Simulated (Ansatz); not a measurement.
Coupled-cluster run, C₃H₈Si (`C1C[SiH2]C1`).

```yaml
crystal:
  periodic: [false, false, false]
  atoms:
    - {symbol: C, position_ang: [-0.898518, 0.397071, -0.417822]}
    - {symbol: C, position_ang: [0.390125, 1.148372, 0.016012]}
    - {symbol: Si, position_ang: [0.929840, -0.484445, 0.785884]}
    - {symbol: C, position_ang: [-0.391086, -1.071175, -0.422838]}
    - {symbol: H, position_ang: [-1.328640, 0.735630, -1.364441]}
    - {symbol: H, position_ang: [-1.668490, 0.516389, 0.349380]}
    - {symbol: H, position_ang: [1.007816, 1.396388, -0.851179]}
    - {symbol: H, position_ang: [0.248789, 2.048595, 0.612214]}
    - {symbol: H, position_ang: [2.338887, -0.955682, 0.661272]}
    - {symbol: H, position_ang: [0.518179, -0.621197, 2.211420]}
    - {symbol: H, position_ang: [0.048656, -1.328680, -1.389997]}
    - {symbol: H, position_ang: [-1.118557, -1.836266, -0.155904]}
basis:
  gaussian: {orbitals: def2-TZVPP}
correlation: {method: ccsd_t}
output: {orbitals: {seedname: orbitals}}
```

```sh
$ ansatz run in.yaml --threads 2 --pin off --events-out ev --progress --plain --max-ram 4352MiB
```

Output of Ansatz, abridged:

```
Functional definition: HF
1415 factors; integrals over basis functions are off by at most 1.1e-3 eV
mean field evaluation 1: about -11077.2008 eV, gradient 3.6e1 eV
mean field evaluation 2: about -11077.4272 eV, gradient 3.6e1 eV
mean field evaluation 4: about -11081.0520 eV, gradient 3.9e0 eV
mean field evaluation 8: about -11081.1093 eV, gradient 1.7e-1 eV
mean field -11081.10941774 eV, -407.2232600562 hartree, gradient 1.3e-6 eV, S^2 0.000000; 0 other end points of the search recorded, 0 dependent functions left out
8 core orbitals not correlated: weight in the atoms' cores, before any rotation towards them, 1.000 or more for the frozen orbitals, at most 0.000 for the correlated occupied ones
reference -11081.10941774 eV, -407.2232600562 hartree; 12, 12 occupied and 227, 227 virtual orbitals, 1415 factors
second order -17.52642688 eV of doubles, -0.00000000 eV of singles
cycle   1  -18.30125316 eV  change   -7.7e-1 eV  update   8.5e-2
cycle   2  -18.77786095 eV  change   -4.8e-1 eV  update   2.5e-2
cycle   3  -18.83587243 eV  change   -5.8e-2 eV  update   8.8e-3
cycle   4  -18.83319345 eV  change    2.7e-3 eV  update   2.4e-3
cycle   5  -18.83344036 eV  change   -2.5e-4 eV  update   8.1e-4
cycle   6  -18.83336517 eV  change    7.5e-5 eV  update   2.7e-4
cycle   7  -18.83329278 eV  change    7.2e-5 eV  update   8.4e-5
cycle   8  -18.83330449 eV  change   -1.2e-5 eV  update   2.8e-5
perturbative correction -0.76270500 eV, -0.0280288919 hartree
Total energy: -11100.70542723 eV, -407.9434001224 hartree
```

It took 4.5 min on 2 threads of an Intel Xeon Platinum 8259CL on a shared host, with 2.1 GiB of host memory at the peak.

The correlation energy is -19.596 eV, 3.9 % of it from (T); the T1 diagnostic reads 0.0096.
